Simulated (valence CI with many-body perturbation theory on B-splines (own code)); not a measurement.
Missing levels of Cu24+

Computed by relativistic CI+MBPT: three valence electrons over a frozen Dirac-Fock core [He], radial functions for each j: 11 s, 11 p, 9 d, 7 f, 5 g, 2 h, 1 i, with the one-electron correlation potential Σ1, the two-electron term Σ2, the three-electron term Σ3, Breit, model QED; selected CI, second order for the rest (own B-spline code, finite nucleus).

No measured spectrum was set against this ion. As an estimate, levels of excited configurations hold to 0.05 to 0.15 % of their energy, terms of the ground configuration to about 0.5 %.

| Level | E (cm⁻¹) |
| --- | --- |
| 2s2 2p 2P°_1/2 | 0 |
| 2s2 2p 2P°_3/2 | 191280 |
| 2s 2p2 4P_1/2 | 485070 |
| 2s 2p2 4P_3/2 | ? |
| 2s 2p2 4P_5/2 | 662030 |
| 2s 2p2 2D_3/2 | 902220 |
| 2s 2p2 2D_5/2 | ? |
| 2s 2p2 2P_1/2 | 1011200 |
| 2s 2p2 2S_1/2 | 1214800 |
| 2s 2p2 2P_3/2 | ? |
| 2p3 4S°_3/2 | 1513400 |
| 2p3 2D°_3/2 | 1683700 |
| 2p3 2D°_5/2 | ? |
| 2p3 2P°_1/2 | 1896500 |
| 2p3 2P°_3/2 | 2009900 |
| 2s2 3s 2S_1/2 | 10413000 |
| 2s2 3p 2P°_1/2 | ? |
| 2s2 3p 2P°_3/2 | ? |
| 2s 2p 3s 4P°_1/2 | 10822000 |
| 2s2 3d 2D_3/2 | 10859000 |

Names give the largest LS component (configuration and term), which can be under half, so a name can repeat, a term be missing and a line seem to break the LS rules; names also repeat where a configuration has a term twice.

The levels stand in rising order. What does the calculation give for the missing energies?

2s 2p2 4P_3/2 584150; 2s 2p2 2D_5/2 955070; 2s 2p2 2P_3/2 1228000; 2p3 2D°_5/2 1735500; 2s2 3p 2P°_1/2 10619000; 2s2 3p 2P°_3/2 10673000.
